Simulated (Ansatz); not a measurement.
Basis-set series for `FC1=CCB1`. Charge 0, multiplicity 1. The structure was optimised at the PBE0-D4/def2-TZVP level.

| functional | basis | functions | energy (Eh) | HOMO (eV) | LUMO (eV) |
| --- | --- | --- | --- | --- | --- |
| PBE0-D4 | def2-TZVPP | 211 | -241.17720 | -7.82 | -0.55 |
| PBE0-D4 | def2-QZVPP | 405 | -241.19013 | -7.84 | -0.61 |
| ωB97M-V | def2-TZVPP | 211 | -241.35747 | -10.02 | 1.42 |
| ωB97M-V | def2-QZVPP | 405 | -241.36946 | -10.04 | 1.20 |

Question: Give the rows for def2-SVP. (Best estimate.)

Answer: Computed: 
```
functional     basis  functions  energy (Eh)  HOMO (eV)  LUMO (eV)
   PBE0-D4  def2-SVP         90   -240.90413      -7.78      -0.40
   ωB97M-V  def2-SVP         90   -241.07438      -9.96       1.77
```

Positive LUMOs are unbound and depend on the basis.
